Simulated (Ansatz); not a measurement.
H8O2Si3 can be A, `O[SiH2][SiH](O)[SiH3]`, or B, `O[SiH2]O[SiH2][SiH3]`.

Isolated molecules relaxed with PBE0-D4/def2-TZVP in Ansatz; ΔE leaves out vibrations. CCSD(T)/CBS is the MP2 limit (def2-TZVPP, def2-QZVPP) plus CCSD(T) − MP2 in def2-TZVPP, frozen cores. DFT in def2-TZVPP. B3LYP here is the variant with VWN-RPA as its local correlation; programs differ in this. Each species was taken in one conformer, which may not be the lowest.

(1) Which isomer does CCSD(T)/CBS put lower? Give the gap. (An estimate is asked.)

(2) Give E(B) − E(A) in kcal/mol with MP2/def2-TZVPP, ωB97M-V, HF/def2-TZVPP, CCSD(T)/def2-TZVPP, B3LYP-D4, B2PLYP, PBE-D4. (Best estimate.)

Largest T1 diagnostic: 0.013.

Results:

(1) Ansatz gave: B, by 33.3 kcal/mol.

(2) Computed: MP2/def2-TZVPP -35.0, ωB97M-V -33.5, HF/def2-TZVPP -39.7, CCSD(T)/def2-TZVPP -33.6, B3LYP-D4 -32.8, B2PLYP -34.1, PBE-D4 -26.6. None reverses the order clearly.

In def2-TZVPP, CCSD(T) changes the Hartree–Fock value by +6.1 kcal/mol (the triples alone add +0.9 kcal/mol) and MP2 by +4.7 kcal/mol. From PBE to PBE0 (25 % exact exchange), in def2-TZVPP and without D4, E(B) − E(A) moves by −2.3 kcal/mol.
